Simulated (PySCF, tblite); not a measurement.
C4H13NO2Si2.
Cartesian coordinates in Å at the GFN2-xTB level; atoms count from 1:
```xyz
22
C4H13NO2Si2 angstrom
N      2.435    0.683   -0.627
C      1.937   -0.497   -1.048
O      2.238   -0.970   -2.131
Si     0.728   -1.411    0.128
C     -1.002   -0.607   -0.004
Si    -1.769   -0.915   -1.729
C     -1.038    0.887    0.321
C     -0.573    1.207    1.738
O      0.840    1.126    1.792
H      2.124    1.082    0.242
H      3.058    1.205   -1.225
H      0.614   -2.792   -0.351
H      1.262   -1.452    1.497
H     -1.638   -1.116    0.728
H     -0.974   -0.264   -2.765
H     -3.117   -0.326   -1.734
H     -1.888   -2.354   -1.955
H     -0.404    1.440   -0.375
H     -2.058    1.264    0.211
H     -1.023    0.495    2.441
H     -0.890    2.222    2.020
H      1.126    1.112    2.710
```

The calculation used PBE0/pcSseg-1 in PySCF (dipole) on a GFN2-xTB geometry, gas phase.

Take the most abundant isotopes and a rigid rotor. The values belong to one conformer with, in the numbering `[NH2:1][C:2](=[O:3])[SiH2:4][C@H:5]([SiH3:6])[CH2:7][CH2:8][OH:9]`, H–N1–C2–O3 176° and 1°, N1–C2–Si4–C5 79°, C2–Si4–C5–Si6 67°, Si4–C5–C7–C8 -60°, C5–C7–C8–O9 77°.

Q: What are A, B and C (MHz)?

A: Ia = 462.02, Ib = 467.83, Ic = 757.56 u·Å²; 505379 MHz·u·Å²/I gives A = 1094, B = 1080, C = 667.1 MHz.

Q: Classify the top.

A: A near-oblate asymmetric top: κ = (2 × 1080 − 1094 − 667.1)/(1094 − 667.1) ≈ 0.94.

Q: Is it planar, by Δ = Ic − Ia − Ib?

A: Not planar: Δ = Ic − Ia − Ib = -172.28 u·Å². For a rigid frame Δ = −2 Σ m c², so Σ m c² = 86.14 u·Å² lies off the ab plane: 21.65 from hydrogen and 64.49 from heavier atoms. The atom farthest from that plane is 2.10 Å away.

Q: Where do the levels up to J = 2 lie, in cm⁻¹?

A: Above 0(0,0):
J = 1: 1(0,1) 0.0583, 1(1,1) 0.0587, 1(1,0) 0.0725
J = 2: 2(0,2) 0.1615, 2(1,2) 0.1615, 2(1,1) 0.2029, 2(2,1) 0.2042, 2(2,0) 0.2176
The levels of one J sum to (2J + 1)J(J + 1)(A + B + C)/3.

Q: Which lines would a microwave search look for?

A: The dipole components are |μa| = 0.36 D, |μb| = 6.16 D, |μc| = 0.02 D. The squared components, which scale the intensities, stand as 0.00 : 1.00 : 0.00 (a : b : c). Some lines, for components of 0.1 D or more:

```tsv
type	branch	J(Ka,Kc)	MHz	lower level (cm⁻¹)
b	Q	3(3,0) ← 3(2,1)	462	0.420
b	Q	3(2,1) ← 3(1,2)	1221	0.379
b	Q	3(1,2) ← 3(0,3)	2098	0.309
a	R	2(0,2) ← 1(0,1)	3095	0.058
b	R	2(1,2) ← 1(0,1)	3095	0.058
a	R	2(1,1) ← 1(1,0)	3908	0.073
b	R	2(2,1) ← 1(1,0)	3949	0.073
b	R	3(1,2) ← 2(2,1)	5240	0.204
a	R	3(2,1) ← 2(2,0)	6061	0.218
b	R	3(2,1) ← 2(1,2)	7742	0.162
```

Its GFN2-xTB frequencies are all real (lowest 27 cm⁻¹). No vibrational averaging or centrifugal distortion is included, and the geometry carries the error of its method. A rigid rotor knows nothing of internal rotation, which can split or shift real lines. Quadrupole hyperfine structure (14N) is left out.
